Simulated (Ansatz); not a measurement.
One change: `OB(Br)Br` becomes `OB(Br)O[SiH3]`.

Ansatz, PBE0-D4/def2-TZVP geometries, multiplicity 1. Each molecule was computed in one conformer, which needn't be the lowest.

Scalar relativity is left out up to krypton. Spin–orbit coupling is left out; it splits and shifts lone-pair levels of the heavy atoms by tenths of an eV.

```csv
property,`OB(Br)Br`
LUMO energy (PBE/def2-TZVPP) / eV,-1.65
size of the dipole moment (ωB97M-V/def2-TZVPP) / D,1.78
LUMO energy (PBE0/def2-TZVPP) / eV,-0.72
HOMO–LUMO gap (ωB97M-V/def2-TZVPP) / eV,11.92
HOMO energy (PBE0/def2-TZVPP) / eV,-8.34
HOMO energy (ωB97M-V/def2-TZVPP) / eV,-10.54
```

Task: Give the same properties after the change, and the shifts. (Best estimate.)

Result: Ansatz gave: 
```
                                          property  `OB(Br)O[SiH3]`  shift
                 LUMO energy (PBE/def2-TZVPP) / eV            -0.86   0.79
size of the dipole moment (ωB97M-V/def2-TZVPP) / D             0.31  -1.47
                LUMO energy (PBE0/def2-TZVPP) / eV             0.00   0.72
           HOMO–LUMO gap (ωB97M-V/def2-TZVPP) / eV            12.41   0.49
                HOMO energy (PBE0/def2-TZVPP) / eV            -8.56  -0.22
             HOMO energy (ωB97M-V/def2-TZVPP) / eV           -10.83  -0.29
```

With PBE0 the HOMO falls by 0.22 eV and the LUMO rises by 0.72 eV, so the gap widens by about 0.94 eV. PBE moves the HOMO by -0.18 eV and ωB97M-V by -0.29 eV. The zero-point energy changes by 78.3 kJ/mol with +12 modes. Dipoles are sizes alone; their direction can turn.
